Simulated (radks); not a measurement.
Results of a calculation; reference values are marked as such.
Spin polarisation of the 4d8 shell in Rh. Start: [Kr] 4d(up 4, down 4) 5s(up 0.5, down 0.5); electrons of 4d are moved from spin down to spin up, other shells keep equal spins. Code: a radial shooting solver on a logarithmic mesh with Libxc functionals. Model: scalar-relativistic Kohn-Sham, r2SCAN, spin-polarised, spherical densities, finite nucleus; meta-GGA in the generalised Kohn-Sham scheme; Fermi nuclear charge, rms radius of each element as measured or else 0.836 A^(1/3) + 0.57 fm.

moment (Bohr magnetons)  E - E(0) (eV)  e(4d up) (eV)  e(4d down) (eV)  5s down minus up (eV)  4p down minus up (eV)
0                                0.000         -6.067           -6.067                 0.000                  0.000
0.5                             -0.054         -6.277           -5.848                  0.117                  0.457
1                               -0.215         -6.479           -5.620                  0.235                  0.914
1.5                             -0.483         -6.671           -5.383                  0.354                  1.370
2                               -0.858         -6.854           -5.136                  0.476                  1.826

At moment 2 the spin-polarisation energy is -0.858 eV and the 4d exchange splitting 1.718 eV, that is 0.859 eV per Bohr magneton; E = -I m^2/4 would give I = 0.858 eV.
